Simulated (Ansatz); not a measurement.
Basis-set extrapolation for C2H6SSi, SMILES `CC[Si]S` (PBE0-D4/def2-TZVP geometry, frozen core, Ansatz). Multiplicity 1, RHF reference.

```
                      def2-TZVPP   def2-QZVPP
                 HF  -765.733961  -765.757435
    MP2 correlation    -0.634026    -0.679874
CCSD(T) correlation    -0.719167    -0.760317
```

Energies in hartree. Use E(X) = E(∞) + A·exp(−7.88·√X) for Hartree–Fock and E(X) = E(∞) + B·X^(−2.97) for correlation, with X = 3 and 4.

Question: What is the CCSD(T) energy at the basis-set limit?

Answer: HF limit: -765.757435 + (-0.023474) × 0.13774 = -765.76067. Correlation limit: -0.760317 + (-0.041150) × 0.74074 = -0.79080. Total: -766.55147 hartree, 258.2 kJ/mol below CCSD(T)/def2-TZVPP.
